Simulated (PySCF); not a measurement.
**How methods differ on the ionisation energy of Nd**

Nd [Xe] 4f4 6s2 [4f5/2^4, M_J = 4] → Nd⁺ [Xe] 4f4 6s1 [4f5/2^4 6s1/2^1, M_J = 7/2], as a difference of total energies. Calculation: PySCF 2.14, in x2c-TZVPall-2c; the two-component X2C-1e Hamiltonian. Correlated levels: [Ar] 3d10 frozen; the 18 highest virtual spinors dropped. "Screened" scales the spin-orbit matrix elements by Boettger's factors to mimic the two-electron term; Breit and QED terms are absent.

| method | ionisation energy (eV) |
| --- | --- |
| GHF (spin-free) | 4.489 |
| GMP2 (spin-free) | 5.392 |
| GHF (screened spin-orbit) | 4.490 |
| GMP2 (screened spin-orbit) | 5.393 |

**Question.** How much does correlation contribute at GMP2 (screened spin-orbit)?

**Answer.** 5.393 − (4.490) = 0.903 eV, measured against GHF (screened spin-orbit).

The spin-free rows relax to the high-spin LS determinant and lack the spin-orbit shift.

The labels give the starting determinants; with spin-orbit coupling the two ends relaxed to ⟨J²⟩ = 23.44, ⟨L²⟩ = 41.89, ⟨S²⟩ = 6.00 and ⟨J²⟩ = 20.20, ⟨L²⟩ = 41.90, ⟨S²⟩ = 8.73.

The determinant of Nd and of Nd⁺ mixes levels of different J (the jj label is only the starting occupation), so the difference between spin-free and spin-orbit rows is not the physical spin-orbit shift.

For comparison: 5.525 eV (measured; NIST Atomic Spectra Database, ionization energies).
